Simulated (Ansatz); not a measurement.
`C[SiH](O)O[SiH2]O`. Total charge 0; spin multiplicity 1. All single points use the PBE0-D4/def2-TZVP geometry. It is one conformer, not always the lowest.

```xyz
14

C    -1.946   -1.422    0.513
Si   -0.365   -0.875   -0.266
O    -0.739    0.009   -1.598
O     0.505    0.047    0.789
Si    1.336    1.440    0.654
O     1.870    1.641   -0.898
H    -2.561   -0.560    0.781
H    -1.749   -2.002    1.418
H    -2.517   -2.048   -0.177
H     0.502   -2.028   -0.628
H    -0.019    0.510   -1.992
H     0.451    2.592    0.929
H     2.489    1.386    1.585
H     2.743    1.309   -1.110
```

What is the dipole moment at ωB97M-V/def2-TZVPP? (Estimate.)

Ansatz gave: 1.67 D, with components (1.66, -0.16, 0.12) D in this frame, pointing from negative to positive charge.

And with PBE, r2SCAN, B3LYP? (An estimate is asked.)

The calculation gave: PBE 1.55 D, r2SCAN 1.60 D, B3LYP 1.67 D.

Give the Mulliken charges with ωB97M-V, r2SCAN, PBE in def2-TZVPP. (An estimate is asked.)

Computed: 
| atom | ωB97M-V | r2SCAN | PBE |
| --- | --- | --- | --- |
| C1 | -0.44 | -0.30 | -0.37 |
| Si2 | 0.61 | 0.67 | 0.54 |
| O3 | -0.40 | -0.42 | -0.36 |
| O4 | -0.41 | -0.43 | -0.33 |
| Si5 | 0.49 | 0.60 | 0.48 |
| O6 | -0.41 | -0.45 | -0.38 |
| H7 | 0.12 | 0.08 | 0.10 |
| H8 | 0.12 | 0.07 | 0.10 |
| H9 | 0.12 | 0.08 | 0.10 |
| H10 | -0.08 | -0.13 | -0.12 |
| H11 | 0.18 | 0.20 | 0.19 |
| H12 | -0.04 | -0.08 | -0.07 |
| H13 | -0.05 | -0.09 | -0.08 |
| H14 | 0.19 | 0.22 | 0.20 |

B3LYP here is the variant with VWN-RPA as its local correlation; programs differ in this.
